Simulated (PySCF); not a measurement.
Species: C5H8NPS.
Atom-mapped SMILES: `[CH3:1]/[CH:2]=[CH:3]\[P@H:4](=[S:5])[CH2:6][C:7]#[N:8]` (hydrogens: H9, H10, H11 on C1; H12 on C2; H13 on C3; H14 on P4; H15, H16 on C6)

Structure used (GFN2-xTB), in Å, numbered top down from 1:
```xyz
16
C5H8NPS angstrom
C     -2.0046    0.1236    0.6241
C     -1.4714    0.7166   -0.6274
C     -0.3467    0.3484   -1.2316
P      0.7344   -0.9935   -0.6738
S      0.0190   -2.7755   -0.4418
C      1.6453   -0.3507    0.8226
C      2.1951    0.9392    0.5344
N      2.6206    1.9660    0.2667
H     -1.4309   -0.7553    0.9147
H     -1.9776    0.8602    1.4283
H     -3.0449   -0.1665    0.4818
H     -2.0610    1.5178   -1.0580
H     -0.0220    0.8244   -2.1481
H      1.7531   -0.8811   -1.6281
H      0.9464   -0.2964    1.6637
H      2.4377   -1.0683    1.0611
```

Level of theory: PySCF 2.14.0, density-fitted response routines, TDDFT CAM-B3LYP/def2-SVPD, vertical, gas phase, core orbitals frozen in the response.

Frontier orbitals with the atoms that hold most of them (Löwdin shares over 4%, at most four atoms; ? is withheld):

```
orbital  ε (eV)                           atoms
 HOMO-3  -11.27   N8 38%, C7 29%, S5 12%, P4 9%
 HOMO-2   -9.81    C3 36%, C2 29%, C1 8%, S5 5%
 HOMO-1   -8.27           S5 73%, P4 16%, C6 4%
   HOMO   -8.20                               ?
   LUMO   -0.24                               ?
 LUMO+1    0.73  S5 20%, P4 18%, C7 14%, N8 11%
 LUMO+2    0.80  S5 19%, C7 14%, C6 13%, N8 11%
```

Problem. Which atoms hold the HOMO, and with what shares?

Solution. S5 (bonded to P) 72%; P4 (bonded to 2 C, S and H) 14%; C3 (bonded to C, P and H) 5%.

Problem. Which atoms hold the LUMO, and with what shares?

Solution. C2 (bonded to 2 C and H) 28%; C3 (bonded to C, P and H) 24%; P4 (bonded to 2 C, S and H) 12%; S5 (bonded to P) 8%. By element: carbon 52% or more, phosphorus 12%, sulfur 8%.

Problem. How does S1 compare with the orbital gap of 7.96 eV?

Solution. S1 is at 4.89 eV (f = 0.019), 3.07 eV below the gap, made of HOMO→LUMO (92%). Without the coupling terms of the response equations the lowest excitation would equal the gap.

Problem. One configuration dominates each of S1, S2 and S3. Which, and how do the shares of the two leading atoms of either orbital change from the occupied to the empty one?

Solution. 
- S1 (4.89 eV, f 0.019), HOMO→LUMO (92%): S5 72% → 8%, P4 14% → 12%, C2 at most 4% → 28%, C3 5% → 24%
- S2 (5.07 eV, f 0.012), HOMO-1→LUMO (88%): S5 73% → 8%, P4 16% → 12%, C2 at most 4% → 28%, C3 at most 4% → 24%
- S3 (5.65 eV, f 0.012), HOMO→LUMO+1 (76%): S5 72% → 20%, P4 14% → 18%

Löwdin shares depend on the basis, the more so with diffuse functions.

The run took 59 s on Arm Neoverse V2, one thread (shared host), and the process peaked at 1.0 GiB of memory.

One conformer stands for the species.
